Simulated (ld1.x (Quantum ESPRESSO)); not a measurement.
# As TM: all-electron and pseudo phase curves

As, norm-conserving Troullier–Martins (Kleinman–Bylander form), made with ld1.x (Quantum ESPRESSO) 7.5 (PW91, scalar-relativistic). Core [Ar] 3d10, reference 4s2 4p2 (charge +1). Waves: 4s (bound): rc 1.20 bohr; 4p (bound): rc 1.08 bohr. Local part: all-electron potential smoothed inside 1.10 bohr (lloc = -1). Core correction: Bessel-smoothed model core inside 0.60 bohr.

The phase is arctan(r·u′/u) with u = r·R(r), unwrapped; energies in Ry, scanned from -4 to 5 Ry. A pole is an energy at which the radial function vanishes at the test radius. The pseudo phase is shifted by a multiple of π to meet the all-electron one at the reference energy, and phase errors are pseudo minus all-electron; the curves can meet again beyond the range given. Levels narrower than the energy grid can be missing from the lists of poles.

For each channel, where are the poles, and over which energies does the pseudopotential scatter like the atom?

| channel | radius (bohr) | reference energy (Ry) | poles, all-electron | poles, pseudo | unbroken range about the reference energy with phases within 0.05 rad | phase error 1 Ry above the reference energy (rad) |
| --- | --- | --- | --- | --- | --- | --- |
| s | 1.30 | -1.72 | none | none | -3.3 to 0.1 | +0.014 |
| p | 1.30 | -0.99 | none | 2.33 | below 0.2 | -0.028 |

Note: ghost states, extra bound levels that the all-electron valence spectrum of the same l lacks: p at -1203.2 eV, s at -56.3 eV, d at -6.1 eV. A true bound ghost makes a file unfit for plane-wave use.

Phases in the p channel:

```tsv
E (Ry)	all-electron	pseudo
-4.00	1.223	1.194
-3.52	1.200	1.177
-3.04	1.175	1.156
-2.56	1.146	1.133
-2.08	1.113	1.105
-1.60	1.074	1.070
-1.12	1.027	1.027
-0.64	0.971	0.969
-0.16	0.901	0.885
0.32	0.814	0.749
0.80	0.703	0.482
1.28	0.560	-0.147
1.76	0.379	-1.052
2.24	0.157	-1.520
2.72	-0.093	-1.739
3.20	-0.345	-1.874
3.68	-0.570	-1.978
4.16	-0.754	-2.072
4.64	-0.900	-2.167
```
